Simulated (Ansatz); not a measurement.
`O[SiH](F)S[SiH2]Cl` + `C[SiH2]N` → `C[SiH2]N[SiH2]Cl` + `O[SiH](F)S`  (ligand exchange at the Si–S bond)

Isolated molecules relaxed with PBE0-D4/def2-TZVP in Ansatz; ΔE leaves out vibrations. CBS: MP2 limit from def2 TZ/QZ plus the TZ coupled-cluster correction, frozen cores. Functionals use def2-TZVPP. Each species was taken in one conformer, which may not be the lowest.

`O[SiH](F)S[SiH2]Cl`:

Cartesian coordinates in Å:
```
O -0.201 -1.567 -2.288
Si -0.531 -0.466 -1.144
F -1.377 -1.098 0.050
S 1.304 0.249 -0.332
Si 0.639 0.910 1.579
Cl -0.880 2.279 1.415
H 0.446 -2.251 -2.106
H -1.348 0.580 -1.772
H 1.809 1.571 2.194
H 0.139 -0.207 2.405
```

`C[SiH2]N`:

```xyz
10

C     0.183    0.956   -1.005
Si   -0.527   -0.448    0.008
N     0.332   -0.871    1.437
H    -0.436    1.144   -1.887
H     1.195    0.724   -1.346
H     0.227    1.880   -0.422
H    -0.574   -1.666   -0.847
H    -1.906   -0.074    0.427
H     1.208   -1.364    1.383
H     0.297   -0.281    2.252
```

`C[SiH2]N[SiH2]Cl`:

Z-matrix (Å, degrees):
```
C
Si 1 1.863
H 1 1.093 2 111.1
H 1 1.094 2 110.7 3 -119.8
H 1 1.093 2 110.6 3 120.0
N 2 1.739 1 113.1 3 -61.0
H 2 1.489 1 109.5 3 60.3
H 2 1.486 1 110.3 3 -179.0
Si 6 1.705 2 127.1 1 -95.3
H 6 1.011 2 116.0 1 69.3
Cl 9 2.070 6 113.1 2 78.8
H 9 1.480 6 109.7 2 -163.1
H 9 1.477 6 109.3 2 -38.8
```

`O[SiH](F)S`:

Cartesian coordinates in Å:
```
O -0.370 -1.586 0.342
Si -0.349 0.035 0.259
F -1.293 0.593 -0.898
S 1.628 0.676 -0.176
H 0.060 -2.087 -0.355
H -0.894 0.527 1.534
H 1.217 1.841 -0.705
```

| level | ΔE (kJ/mol) |
| --- | --- |
| r2SCAN-D4 | -6.5 |
| ωB97X-V | -10.2 |
| PBE | -3.6 |
| r2SCAN | -6.5 |
| MP2/def2-TZVPP | -10.4 |
| CCSD/def2-TZVPP | -16.2 |
| HF/def2-QZVPP | -21.1 |
| MP2/def2-QZVPP | -8.3 |

Question: What does CCSD(T)/CBS give? (Estimate.)

Answer: The calculation gave: -10.2 kJ/mol. The listed levels differ from it by 3.7, 0.0, 6.6, 3.7, -0.2, -6.0, -10.9, 1.9 kJ/mol.

Largest T1 diagnostic among the species: 0.012.

In def2-TZVPP, CCSD(T) changes the Hartree–Fock value by +6.0 kJ/mol (the triples alone add +2.0 kJ/mol) and MP2 by +9.9 kJ/mol.
